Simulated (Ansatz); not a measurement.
CH₅ClFNOZr (`C[NH][Zr]([OH])([F])[Cl]`), 11 atoms. Total charge 0; spin multiplicity 1. Correlated methods include outer-core shells of Zr, which these sets cover unevenly. Zr: def2 effective core potential. All runs use 2 threads of an AMD EPYC 7R13 on a shared host and a share of an NVIDIA H100 80 GB. Correlated methods freeze the cores. Open-shell runs search over several starts.

Q: How many basis functions does each run have, and how long does it take in Ansatz? UKS ωB97X-V/def2-TZVPP energy of the cation; RHF-CCSD(T)/def2-SVP energy; UKS r2SCAN-D4/def2-TZVPP energy of the cation; RKS PBE-QIDH (frozen core)/def2-TZVPP energy; UHF-CCSD(T)/def2-TZVPP energy of the cation; RKS PBE0-D4/def2-TZVP relaxation (25 steps); RKS BLYP-D4/def2-TZVPP energy; RHF-MP2/def2-QZVPP energy; UHF-MP2/def2-QZVPP energy of the cation; UKS ωB97M-V/def2-TZVPP energy of the cation; RKS PBE0-D4/def2-QZVPP energy; direct RPA on PBE orbitals/def2-TZVPP energy. (An estimate is asked.)

A: Ansatz gave: Other jobs shared the machine, so times are rough.

| level | job | functions | wall time | peak host memory (GiB) |
| --- | --- | --- | --- | --- |
| RKS PBE-QIDH (frozen core)/def2-TZVPP | energy | 292 | 4.3 s | 1.3 |
| RHF-CCSD(T)/def2-SVP | energy | 130 | 4.5 s | 0.78 |
| RHF-MP2/def2-QZVPP | energy | 529 | 4.9 s | 1.1 |
| direct RPA on PBE orbitals/def2-TZVPP | energy | 292 | 5.5 s | 1.3 |
| RKS BLYP-D4/def2-TZVPP | energy | 292 | 5.5 s | 0.83 |
| RKS PBE0-D4/def2-QZVPP | energy | 529 | 6.5 s | 1.1 |
| UKS r2SCAN-D4/def2-TZVPP | energy of the cation | 292 | 8.5 s | 0.99 |
| UKS ωB97M-V/def2-TZVPP | energy of the cation | 292 | 9 s | 1.2 |
| UKS ωB97X-V/def2-TZVPP | energy of the cation | 292 | 11 s | 1.1 |
| UHF-MP2/def2-QZVPP | energy of the cation | 529 | 17 s | 1.2 |
| UHF-CCSD(T)/def2-TZVPP | energy of the cation | 292 | 31 s | 1.3 |
| RKS PBE0-D4/def2-TZVP | relaxation (25 steps) | 231 | 92 s | 0.93 |
